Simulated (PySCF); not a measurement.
**MnH₃, quintet: data card**

Method: UPBE0 in PySCF with Mn def2-TZVP, H def2-TZVP; no relativity; density-fitted integrals.

The structure is a saddle point with 1 imaginary mode.

Z-matrix (Å, degrees; charge 0 multiplicity 5):
```
Mn
H  1 1.5778
H  1 1.6617 2 91.43
H  1 1.6617 2 91.43 3 180.00
```

```
Point group                                                                   : C2v
Bond lengths                                                                  : Mn–H 1.578 Å, Mn–H 1.662 Å (×2)
Bond angles                                                                   : H–Mn–H 91.4° (×2), H–Mn–H 177.1°
Spin squared ⟨S²⟩                                                             : 6.205
Lowest empty level (α)                                                        : -3.23 eV
Dipole moment                                                                 : 1.50 D
Principal quadrupole moments (Buckingham, traceless) about the centre of mass : -9.46, 4.08, 5.38 D Å
Rotational constants                                                          : 6.816, 3.031, 2.098 cm⁻¹
Principal polarisabilities                                                    : 25.9, 38.3, 52.1 bohr³
Atomisation energy without zero-point energy                                  : 585 kJ/mol
Highest occupied level (α)                                                    : -7.10 eV
Zero-point energy (real modes)                                                : 34.7 kJ/mol
```

Harmonic modes (masses in u: Mn 54.938, H 1.008):
```tsv
symmetry	ω (cm⁻¹)	IR (km/mol)	type
b2	331i	–	bend
b1	377	240	bend
a1	380	183	bend
b2	1646	694	stretch
a1	1663	0.0	stretch
a1	1735	11.9	stretch
```

In C2v the vibrations span 2b2 + b1 + 3a1. Here b1 is antisymmetric to the molecular plane and b2 lies in it.

Charges (e):
```
atom  Mulliken  Löwdin  polar tensor  spin (Mulliken)  Mayer order to Mn1
 Mn1      0.30    0.41          0.82             4.63                   –
  H2     -0.01    0.00          0.01            -0.34                0.88
H3,4     -0.14   -0.21         -0.42            -0.15                0.78
```

Mulliken populations on Mn1: s 6.91, p 12.54, d 5.26, f 0.00.

Outer orbital energies (eV). α occupied: -11.31, -10.86, -10.84, -10.67, -10.62, -9.09, -7.10; empty: -3.23, 0.18, 0.86, 1.96. β occupied: -10.21, -8.97, -7.35; empty: -1.98, -1.72, -1.63, -1.57.

The determinant is spin-contaminated (⟨S²⟩ = 6.20, pure value 6.00). Only a few start shapes were tried, so a lower isomer may exist. Other spin states or occupations of the open shell can lie lower. At this level a quintet minimum of C2v symmetry lies 31 kJ/mol below this structure.

The final relaxation and frequency run took roughly 60 core-seconds on a shared host.
